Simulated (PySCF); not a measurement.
## How methods differ on the excitation energy of La²⁺

La²⁺ [Xe] 5d1 (2D) → La²⁺ [Xe] 4f1 (2F), as a difference of total energies. Computed with PySCF 2.14 in ANO-RCC-VTZP (8s7p5d3f2g1h, 104 functions), with the spin-free X2C one-electron Hamiltonian (Gaussian nucleus). The calculations carry no spin-orbit coupling.

| method | excitation energy (eV) |
| --- | --- |
| UHF | 9.138 |
| BHandHLYP | 8.440 |
| LC-wPBE | 8.488 |
| M06 | 8.031 |

The basis was made for the ground configuration and has no added diffuse functions, so the excitation energy can come out too high.
